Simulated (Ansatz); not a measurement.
Relaxation of AlClH$_{3}$NOSi (8 atoms, charge 0, multiplicity 1), to a largest force component of 0.02 eV/Å in at most 40 steps.

These are results of RHF/def2-SVP in Ansatz, not measurements.

```xyz
8
Properties=species:S:1:pos:R:3
O -0.639 1.010 1.573
Si 0.444 0.514 0.392
N 0.380 -1.280 0.279
Al -0.383 -0.735 -1.331
Cl -2.078 -0.994 -2.827
H -0.893 2.002 1.295
H 1.854 1.005 0.554
H 1.408 -1.579 0.010
```

Problem. Where does it end, and by what steps?

Solution. The forces met the threshold. After 13 steps the energy has fallen by 2.173 eV; H8 moved furthest, 0.92 Å.

```tsv
step	energy less start (eV)	largest force component (eV/Å)	accepted
0	0.0000	4.696	yes
1	-1.0490	1.823	yes
2	-1.5500	1.190	yes
3	-1.8993	1.350	yes
4	-2.0153	0.604	yes
5	-2.0725	0.369	yes
6	-2.1238	0.522	yes
7	-2.1276	1.052	yes
8	-2.1659	0.233	yes
9	-2.1702	0.149	yes
10	-2.1535	1.407	no
11	-2.1722	0.034	yes
12	-2.1726	0.032	yes
13	-2.1727	0.015	yes
```

```xyz
8
Properties=species:S:1:pos:R:3
O -0.096 1.383 1.602
Si 0.523 0.702 0.233
N 0.317 -1.021 -0.007
Al -0.577 -0.445 -1.428
Cl -1.640 -1.364 -2.982
H -1.009 1.255 1.809
H 1.898 1.230 0.197
H 0.675 -1.796 0.521
```

Time of the run: 29 s on 1 CPU thread of a shared host.
